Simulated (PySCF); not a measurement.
# IRuN: fields on a plane

These are results of B3LYP/[Ru def2-SVP with ECP28, N def2-SVP, I def2-SVP with ECP28], scalar-relativistic core potentials, density fitting, no spin–orbit coupling, PySCF, not measurements.

The singlet minimum has Ru–I 2.621 Å, Ru–N 1.556 Å; I–Ru–N 129.4°.

The plane holds Ru1 at (0.00, 0.00), N2 at (1.56, 0.00), I3 at (-1.67, 2.02) Å. Columns run from x = -3.75 to 3.75 Å, rows from y = 4.35 (top) to -1.95 Å, in steps of 0.3 Å. Other isomers or separated fragments may lie lower. Core electrons replaced by a potential are absent, the electrostatic potential uses the reduced nuclear charge, and values within about 0.7 Å of such atoms have no physical meaning.

Q: Give the electrostatic potential (V) (cut at 20 V). Lower edges of the bins (V): '_' -0.62, '.' -0.50, ':' -0.30, '-' 0.00, '=' 0.49, '+' 1.26, '*' 2.48, '#' 4.41, '%' 7.47, '@' 12.31; top 20.0, each point printed twice.

A: 
```
::::::::::::::......________........::::::::::::::::
::::::::::::::::::..__________........::::::::::::::
::::::----======----..__________......::::::::::::::
::::--==++++****++++--::________......::::::::::::::
::--==++**##%%%%%%##++==::______......::::::::::::::
::--==**%%@@@@@@@@@@##++--..____......::::::::::::::
::--++##@@@@@@@@@@@@@@**==::..........::::::::::::::
::--++%%@@@@@@@@@@@@@@##++--::::::::::::::::::::::::
::--++%%@@@@@@@@@@@@@@%%++==----::::::::::::::::::::
::--++##@@@@@@@@@@@@@@##**++====----::::::::::::::::
..::==**%%@@@@@@@@@@@@####****++++==----::::::::::::
..::--++##%%@@@@@@@@%%%%%%%%%%##****++++==--::::::::
....::--++**####%%%%@@@@@@@@@@@@%%%%%%##++--::::::::
::::::--==++++**##%%@@@@@@@@@@@@@@@@@@@@##++--::::::
::::::----==++**##@@@@@@@@@@@@@@@@@@@@@@%%++--::::::
::::----====++**%%@@@@@@@@@@@@@@@@@@@@@@%%++--::::::
--------==++++**##@@@@@@@@@@@@@@@@@@@@@@##++--::::::
------====++++**##%%@@@@@@@@@@@@%%%%%%##++==::::::::
------====++++****##%%%%@@@@%%##******++==--::::::::
----======++++++****##########**++++====----::::::::
----========++++**************++++====--------------
----========++++++++++**++++++++======--------------
```

Q: Give the electron localisation function (set to 0 where the density is under 0.005 e/Å³). Lower edges of the bins: '_' 0.000, '.' 0.094, ':' 0.187, '-' 0.281, '=' 0.374, '+' 0.468, '*' 0.562, '#' 0.655, '%' 0.749, '@' 0.842; top 0.94, each point printed twice.

A: 
```
__________....::::::..______________________________
______....::--========--____________________________
____..::--++****##****++--..________________________
__..::==**##%%%%%%%%%%**++--________________________
..::==**##%%####%%%%%%%%**==::______________________
::--**####**----==##%%%%##++::______________________
--++##%%**::==**==::##%%##++::______________________
--**%%%%====%%--%%--==####==..______________________
==**%%%%====##__%%====##**--..______________________
==**%%%%++::##%%##::++##==::..__....::::..__________
==**%%%%##==::--::--**++::......::==++==--::..______
--++##%%%%##**++****==::::::....==######**==::______
::==**##%%%%%%##**--..--****==::**%%%%@@%%**==::____
__--==++**####**--..--##%%%%##--######@@@@%%++--____
____::==++++++::..::##%%____%%++%%..==##@@@@**--____
______::----::..__::##@@____%%++%%..==##@@@@**--____
________......____..==##%%%%##==######@@@@%%**--____
____________________..==##**==::**%%%%@@%%##==::____
______________________::----....--######**++--______
______________________..........::==++++==--..______
________________________________....::::::__________
____________________________________________________
```
